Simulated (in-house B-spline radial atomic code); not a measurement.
Values are calculated unless marked as measured or tabulated.
# Making a Troullier-Martins d channel for Se, r_c = 1.71 bohr

Se, [Ar] 3d10 4s2 4p4, non-relativistic LDA (VWN5), spherical and spin-unpolarised, from a B-spline radial code for spherical atoms (atomic units). The all-electron 3d level is ε = -2.011391 hartree and its outer maximum at 0.45 bohr.

Inside r_c the pseudo-orbital is u(r) = r^3 exp(p(r)), with p = c0 + c2 r² + c4 r⁴ + … + c12 r¹². The seven coefficients follow from p and its first four derivatives at r_c, from zero curvature of the screened potential at the origin, c4 = −c2²/(2l + 5), and from the norm inside r_c. At r_c the all-electron orbital has P = 0.1739865, P' = -0.3407189, the screened potential V = -1.18843, V' = 1.614411, V'' = -2.974564, and the norm inside is Q = 0.9923584.

(1) What are p, p' and p'' at r_c?

For a trial c2 the five matching conditions are linear in c0, c6, c8, c10 and c12, and c2 is varied until the norm inside r_c equals Q. The root nearest zero gives:

| n | c_n |
| --- | --- |
| 0 | 3.006399 |
| 2 | -3.107182 |
| 4 | -1.072731 |
| 6 | 1.484841 |
| 8 | -0.6013178 |
| 10 | 0.1106505 |
| 12 | -0.007876848 |

(2) Check c4 and p(r_c), and find the screened pseudopotential at the origin.

Orbitals and screened potentials:

```csv
r (bohr),P,u,V all-electron,V pseudo
0.171,0.5663,0.09222,-111.4,-23.7
0.428,1.25,0.8727,-23.76,-21.69
0.684,1.056,1.355,-9.039,-14.35
0.94,0.7248,0.9525,-4.55,-4.93
1.197,0.4623,0.5091,-2.666,-0.4655
1.454,0.2857,0.2876,-1.723,-0.8423
1.71,0.174,0.174,-1.188,-1.188
```

Logarithmic derivatives P'/P at R = 2.01 bohr, for energies E around ε:

```
E − ε (hartree)  all-electron   pseudo
           -0.5       2.08836  2.14116
          -0.25       1.84364  1.89971
           -0.1       1.42517  1.47503
              0       -1.9887  -1.9887
            0.1       2.86231  2.98123
           0.25       2.19835  2.29837
            0.5       1.90155   2.0087
```

## Answers

(1) p = ln(P/r_c^3) = ln(0.1739865/5.00021) = -3.35826. p' = P'/P − 3/r_c = -1.95831 − 1.75439 = -3.71269. The radial equation gives p'' = 2(V − ε) − 2(3) p'/r_c − p'² = 1.64592 − (-13.02699) − 13.78409 = 0.88883. Differentiating, p''' = 2V' + 2(3)p'/r_c² − 2(3)p''/r_c − 2p'p'' = -0.90811, and p'''' = 2V'' − 4(3)p'/r_c³ + 4(3)p''/r_c² − 2(3)p'''/r_c − 2p''² − 2p'p''' = 1.4718.

(2) −c2²/9 = -1.07273, as listed. The terms c_n r_c^n are 3.00640, -9.08571, -9.17224, 37.12416, -43.96154, 23.65454, -4.92386, which sum to -3.35826. Inverting the radial equation, V_l(r) = ε + 3 p'/r + (p'' + p'²)/2, so V_l(0) = ε + (2l + 3) c2 = -2.011391 + 7 × (-3.10718) = -23.7617 hartree, finite where the all-electron potential diverges.
